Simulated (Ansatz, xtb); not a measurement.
## Relaxing a trial structure of CH4SeZn

The starting geometry of this gas-phase singlet has its atoms placed at random.

```yaml
atoms:
  - { symbol: C, position_ang: [0.4678, -1.9478, -0.6566] }
  - { symbol: Se, position_ang: [0.6704, -0.9078, 1.7725] }
  - { symbol: Zn, position_ang: [-0.0285, 0.6975, -0.1081] }
  - { symbol: H, position_ang: [0.7057, 1.5787, 0.6202] }
  - { symbol: H, position_ang: [0.9285, -0.7683, -1.3508] }
  - { symbol: H, position_ang: [-1.3393, 1.4731, -0.9695] }
  - { symbol: H, position_ang: [-0.9425, -0.8591, -1.3598] }
```

Guess where an optimisation with r2SCAN-D4/def2-SVP ends from this start.

It ends as `C[Se][ZnH]`. Distances that change by over a tenth: Se2–Zn3 (2.57 → 2.28 Å), Zn3–H4 (1.36 → 1.53 Å). Contacts that open: Zn3–H6 (1.75 → 3.30 Å). Contacts that close: C1–Se2 (2.65 → 1.98 Å), C1–H5 (1.44 → 1.10 Å), C1–H6 (3.88 → 1.10 Å), C1–H7 (1.92 → 1.10 Å).

The energy falls by 10.53 eV over 35 steps:

```json
{"step": "1", "E − E(last) (eV)": "10.531"}
{"step": "5", "E − E(last) (eV)": "3.646"}
{"step": "9", "E − E(last) (eV)": "2.441"}
{"step": "12", "E − E(last) (eV)": "2.380"}
{"step": "16", "E − E(last) (eV)": "1.790"}
{"step": "20", "E − E(last) (eV)": "0.102"}
{"step": "24", "E − E(last) (eV)": "0.021"}
{"step": "27", "E − E(last) (eV)": "0.011"}
{"step": "31", "E − E(last) (eV)": "0.003"}
{"step": "35", "E − E(last) (eV)": "0.000"}
```

Final geometry (Å):

```xyz
7

C    -0.1741   -0.9409   -1.0632
Se    0.2336   -0.9725    0.8733
Zn    0.4942    1.2811    1.1221
H     0.6668    2.7929    1.2846
H     0.6702   -0.5449   -1.6426
H    -1.0844   -0.3635   -1.2708
H    -0.3442   -1.9858   -1.3556
```

From the same start GFN2-xTB ends elsewhere, differing in C1–H6 (2.81 against 1.10 Å here), Se2–Zn3 (2.99 against 2.28 Å here), Zn3–H6 (1.50 against 3.30 Å here).

From so rough a start the end depends on the optimiser's path, so another program may land elsewhere. The end wasn't checked by frequencies. Run with Ansatz 0.2.0, 91 s on 2 threads of Arm Neoverse V1, on a shared host.
